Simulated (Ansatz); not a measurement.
Computed with Ansatz on PBE0-D4/def2-TZVP structures; ΔE is electronic, products minus reactants. CBS: MP2 limit from def2 TZ/QZ plus the TZ coupled-cluster correction, frozen cores. Functionals use def2-TZVPP. B3LYP here is the variant with VWN-RPA as its local correlation; programs differ in this. For Zn outer-core shells are correlated without core-valence functions, which leaves a few kJ/mol of doubt a bond. Scalar relativity is left out up to krypton. One conformer a species, not always the lowest.

Consider the redistribution: `[F][Zn][CH2]BCl` + `CCN[SiH3]` → `[SiH3]NCBCl` + `C[CH2][Zn][F]`.

| level | ΔE (kJ/mol) | difference from CCSD(T)/CBS |
| --- | --- | --- |
| PBE-D4 | 61.9 | -5.6 |
| r2SCAN-D4 | 66.8 | -0.7 |
| PBE0-D4 | 66.1 | -1.4 |
| B3LYP-D4 | 63.5 | -4.0 |
| ωB97X-V | 64.0 | -3.5 |
| ωB97M-V | 64.6 | -2.9 |
| B2PLYP | 66.6 | -0.9 |
| PBE | 61.9 | -5.6 |
| r2SCAN | 67.0 | -0.5 |
| PBE0 | 66.3 | -1.2 |
| B3LYP | 63.6 | -3.9 |
| HF/def2-TZVPP | 73.0 | 5.5 |
| MP2/def2-TZVPP | 71.1 | 3.6 |
| SCS-MP2/def2-TZVPP | 69.4 | 1.9 |
| CCSD/def2-TZVPP | 68.7 | 1.2 |
| CCSD(T)/def2-TZVPP | 69.0 | 1.5 |
| HF/def2-QZVPP | 73.5 | 6.0 |
| MP2/def2-QZVPP | 70.4 | 2.9 |
| SCS-MP2/def2-QZVPP | 68.8 | 1.3 |
| HF/CBS(def2) | 73.6 | 6.1 |
| MP2/CBS(def2) | 69.6 | 2.1 |
| CCSD/CBS(def2) | 67.2 | -0.3 |
| CCSD(T)/CBS | 67.5 | 0 |

Largest T1 diagnostic among the species: 0.015.

From PBE to PBE0 (25 % exact exchange), in def2-TZVPP and without D4, ΔE moves by +4.4 kJ/mol.
